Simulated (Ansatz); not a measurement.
The same molecule with X = F, Cl, Br. Ansatz, PBE0-D4/def2-TZVP geometries, multiplicity 1.

Scalar relativity is left out up to krypton.

```
 X       molecule  mean X–Si bond length / Å  LUMO energy (PBE/def2-TZVPP) / eV  HOMO–LUMO gap (PBE/def2-TZVPP) / eV  size of the dipole moment (ωB97M-V/def2-TZVPP) / D
 F   `F[SiH]1CC1`                      1.596                              -0.39                                 5.58                                                1.19
Br  `Br[SiH]1CC1`                      2.207                              -0.95                                 4.95                                                1.25
```

Q: Give the row for X = Cl, `Cl[SiH]1CC1`. (Best estimate.)

A: Ansatz gave: 
| X | molecule | mean X–Si bond length / Å | LUMO energy (PBE/def2-TZVPP) / eV | HOMO–LUMO gap (PBE/def2-TZVPP) / eV | size of the dipole moment (ωB97M-V/def2-TZVPP) / D |
| --- | --- | --- | --- | --- | --- |
| Cl | `Cl[SiH]1CC1` | 2.043 | -0.56 | 5.37 | 1.17 |

From F to Br the mean X–Si bond length rises at each step, by 0.611 Å in all; the LUMO energy (PBE/def2-TZVPP) falls at each step, by 0.56 eV in all; the HOMO–LUMO gap (PBE/def2-TZVPP) falls at each step, by 0.63 eV in all. Bonds lengthen as the atom grows down the group. Dipoles are sizes alone, and their direction can turn along the series.

Spin–orbit coupling is left out; it splits and shifts lone-pair levels of the heavy atoms by tenths of an eV.
